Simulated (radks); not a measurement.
All-electron atom: the lead ion Pb2+ in [Hg]. Calculated with a radial shooting solver on a logarithmic mesh with Libxc functionals: scalar-relativistic Kohn-Sham, LB94 model potential, spin-polarised, spherical densities, finite nucleus; Fermi nuclear charge, rms radius 5.5012 fm.

Normalised radial functions P(r) = r R(r), r in bohr:

r               6p
0.0008303   0.0007
0.001125    0.0012
0.001525    0.0020
0.00205     0.0032
0.002779    0.0053
0.003766    0.0086
0.005104    0.0139
0.006917    0.0221
0.009374    0.0342
0.0126      0.0507
0.01708     0.0719
0.02315     0.0942
0.03137     0.1086
0.04252     0.0996
0.05763     0.0504
0.07748    -0.0375
0.105      -0.1299
0.1423     -0.1425
0.1929     -0.0167
0.2614      0.1685
0.3542      0.2028
0.4801     -0.0180
0.6455     -0.2898
0.8748     -0.3077
1.186       0.0198
1.607       0.4578
2.178       0.7027
2.951       0.6261
3.968       0.3561
5.377       0.1160
7.288       0.0189

6p (empty): eigenvalue -23.605 eV, 4 radial nodes at r = 0.0691, 0.198, 0.472, 1.17 bohr, <r> = 2.66 bohr, 90 % of the charge inside 3.84 bohr.
